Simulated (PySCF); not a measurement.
Atomic charges against the basis set

Species: C3BCl2F3.
Numbering: `[F:1][C:2]([F:3])([F:4])[C:5]#[C:6][B:7]([Cl:8])[Cl:9]`

PBE0 throughout (PySCF), one geometry, spherical d and f functions. Geometry: PBE0-D3(BJ)/def2-SVP; no solvent, vibrations or thermal averaging. Atoms taken as equivalent share a column and are averaged.

Mulliken charges (e):

```
        basis  functions  F1/F3/F4      C2      C5      C6      B7  Cl8/Cl9
       STO-3G         53    -0.091  +0.351  -0.042  -0.095  +0.313   -0.128
        6-31G         89    -0.256  +0.844  +0.057  -0.197  -0.030   +0.046
     pcSseg-0         89    -0.306  +1.078  -0.129  -0.285  +0.523   -0.135
       6-31G*        134    -0.287  +1.006  +0.055  -0.192  +0.055   -0.032
      cc-pVDZ        134    -0.148  +0.500  +0.006  -0.132  +0.155   -0.043
     def2-SVP        134    -0.161  +0.635  +0.143  -0.294  +0.045   -0.024
     pcSseg-1        167    -0.251  +0.839  -0.227  -0.091  +0.515   -0.143
  aug-cc-pVDZ        215    -0.444  +1.692  -0.558  +0.463  +0.121   -0.194
6-311+G(2d,p)        259    -0.265  +0.804  -0.010  -0.324  +0.567   -0.122
      cc-pVTZ        278    -0.141  +0.567  +0.013  -0.221  +0.138   -0.037
    def2-TZVP        291    -0.136  +0.435  -0.233  +0.155  +0.180   -0.065
```

IAO charges (e):

```
        basis  functions  F1/F3/F4      C2      C5      C6      B7  Cl8/Cl9
       STO-3G         53    -0.121  +0.454  -0.035  -0.121  +0.047   +0.009
        6-31G         89    -0.241  +0.742  -0.027  -0.097  +0.103   +0.001
     pcSseg-0         89    -0.240  +0.746  -0.030  -0.095  +0.103   -0.002
       6-31G*        134    -0.259  +0.820  -0.032  -0.117  +0.139   -0.017
      cc-pVDZ        134    -0.257  +0.814  -0.039  -0.113  +0.143   -0.016
     def2-SVP        134    -0.260  +0.811  -0.038  -0.108  +0.135   -0.010
     pcSseg-1        167    -0.261  +0.817  -0.036  -0.109  +0.134   -0.011
  aug-cc-pVDZ        215    -0.265  +0.824  -0.035  -0.109  +0.148   -0.018
6-311+G(2d,p)        259    -0.265  +0.823  -0.035  -0.108  +0.142   -0.014
      cc-pVTZ        278    -0.266  +0.833  -0.037  -0.112  +0.149   -0.018
    def2-TZVP        291    -0.267  +0.834  -0.038  -0.110  +0.146   -0.015
```

Hirshfeld charges (e):

```json
{"basis": "STO-3G", "functions": "53", "F1/F3/F4": "-0.062", "C2": "+0.293", "C5": "-0.060", "C6": "-0.105", "B7": "+0.303", "Cl8/Cl9": "-0.123"}
{"basis": "6-31G", "functions": "89", "F1/F3/F4": "-0.084", "C2": "+0.279", "C5": "-0.040", "C6": "-0.086", "B7": "+0.174", "Cl8/Cl9": "-0.037"}
{"basis": "pcSseg-0", "functions": "89", "F1/F3/F4": "-0.080", "C2": "+0.274", "C5": "-0.042", "C6": "-0.100", "B7": "+0.157", "Cl8/Cl9": "-0.025"}
{"basis": "6-31G*", "functions": "134", "F1/F3/F4": "-0.077", "C2": "+0.268", "C5": "-0.036", "C6": "-0.091", "B7": "+0.187", "Cl8/Cl9": "-0.049"}
{"basis": "cc-pVDZ", "functions": "134", "F1/F3/F4": "-0.073", "C2": "+0.261", "C5": "-0.044", "C6": "-0.099", "B7": "+0.166", "Cl8/Cl9": "-0.033"}
{"basis": "def2-SVP", "functions": "134", "F1/F3/F4": "-0.078", "C2": "+0.268", "C5": "-0.043", "C6": "-0.103", "B7": "+0.158", "Cl8/Cl9": "-0.023"}
{"basis": "pcSseg-1", "functions": "167", "F1/F3/F4": "-0.080", "C2": "+0.274", "C5": "-0.040", "C6": "-0.100", "B7": "+0.177", "Cl8/Cl9": "-0.036"}
{"basis": "aug-cc-pVDZ", "functions": "215", "F1/F3/F4": "-0.080", "C2": "+0.269", "C5": "-0.041", "C6": "-0.103", "B7": "+0.172", "Cl8/Cl9": "-0.028"}
{"basis": "6-311+G(2d,p)", "functions": "259", "F1/F3/F4": "-0.081", "C2": "+0.270", "C5": "-0.041", "C6": "-0.102", "B7": "+0.165", "Cl8/Cl9": "-0.025"}
{"basis": "cc-pVTZ", "functions": "278", "F1/F3/F4": "-0.078", "C2": "+0.266", "C5": "-0.040", "C6": "-0.099", "B7": "+0.170", "Cl8/Cl9": "-0.032"}
{"basis": "def2-TZVP", "functions": "291", "F1/F3/F4": "-0.079", "C2": "+0.267", "C5": "-0.040", "C6": "-0.101", "B7": "+0.170", "Cl8/Cl9": "-0.029"}
```

Task: Which scheme is steadiest as the basis changes?

Result: Largest range over the bases for any column: Hirshfeld 0.15 e, IAO 0.38 e, Mulliken 1.34 e. Hirshfeld charges move least and Mulliken charges most, counted in e. Without the minimal STO-3G basis the ranges are Hirshfeld 0.03, IAO 0.09, Mulliken 1.26 e.

Task: How much do the charges still move between the two largest bases, cc-pVTZ and def2-TZVP?

Result: At most, over all atoms: Mulliken 0.376 e, IAO 0.003 e, Hirshfeld 0.003 e.

Task: What do the same runs give for the total energy, the frontier levels and the dipole moment?

Result: 
| basis | energy (Eh) | HOMO (eV) | LUMO (eV) | μ (D) |
| --- | --- | --- | --- | --- |
| STO-3G | -1342.3676 | -7.01 | -0.55 | 1.31 |
| 6-31G | -1358.1808 | -9.36 | -3.07 | 0.82 |
| pcSseg-0 | -1356.3247 | -9.62 | -3.25 | 0.60 |
| 6-31G* | -1358.3291 | -8.96 | -2.76 | 0.41 |
| cc-pVDZ | -1358.4121 | -9.02 | -2.76 | 0.72 |
| def2-SVP | -1357.7609 | -9.07 | -2.76 | 0.94 |
| pcSseg-1 | -1358.2998 | -9.25 | -3.01 | 0.76 |
| aug-cc-pVDZ | -1358.4460 | -9.17 | -2.96 | 0.85 |
| 6-311+G(2d,p) | -1358.5381 | -9.18 | -2.99 | 0.98 |
| cc-pVTZ | -1358.5781 | -9.12 | -2.87 | 0.82 |
| def2-TZVP | -1358.5869 | -9.14 | -2.91 | 0.90 |

The dipole is fixed by the density alone, so its range of 0.90 D shows that the density itself changes with the basis, not only its division among atoms.
